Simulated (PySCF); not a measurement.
Selenium: a sound run and one with changed settings

Sound run: Se²⁺ [Ar] 3d10 4s2 4p2, Se³⁺ [Ar] 3d10 4s2 4p1. Computed with PySCF 2.14 in x2c-TZVPall, with scalar relativity by spin-free X2C-1e. In the sound run the correlated levels freeze [Ar] 3d10. The sound run starts from symmetry-adapted Hartree-Fock orbitals and uses a fine grid where one is needed.

Changed run: basis STO-3G, all-electron and non-relativistic. This setting is unsound on purpose.

| species | method | sound run (hartree) | changed run (hartree) | converged |
| --- | --- | --- | --- | --- |
| Se²⁺ | UHF | -2426.98624 | -2372.53530 | yes |
| Se²⁺ | LDA | -2425.06877 | -2370.07955 | yes |
| Se²⁺ | M06-L | -2428.59075 | -2373.78741 | yes |
| Se²⁺ | MP2 | -2427.04301 | -2372.54313 | yes |
| Se²⁺ | CCSD(T) | -2427.06016 | -2372.54903 | yes |
| Se³⁺ | UHF | -2425.84731 | -2371.38172 | yes |
| Se³⁺ | LDA | -2423.90178 | -2368.90083 | yes |
| Se³⁺ | M06-L | -2427.43993 | -2372.60483 | yes |
| Se³⁺ | MP2 | -2425.88968 | -2371.39782 | yes |
| Se³⁺ | CCSD(T) | -2425.90479 | -2371.40899 | yes |

Ionisation energy of Se²⁺:

| method | sound run (eV) | changed run (eV) |
| --- | --- | --- |
| UHF | 30.992 | 31.390 |
| LDA | 31.755 | 32.075 |
| M06-L | 31.315 | 32.180 |
| MP2 | 31.384 | 31.166 |
| SCS-MP2 | 31.307 | 31.121 |
| CCSD | 31.417 | 31.022 |
| CCSD(T) | 31.439 | 31.022 |

A minimal basis cannot let orbitals breathe on ionisation and holds almost no correlation. The Hamiltonian changed with the basis, so the totals do not compare.

For comparison, NIST gives 31.697 ± 0.019 eV between the lowest levels.
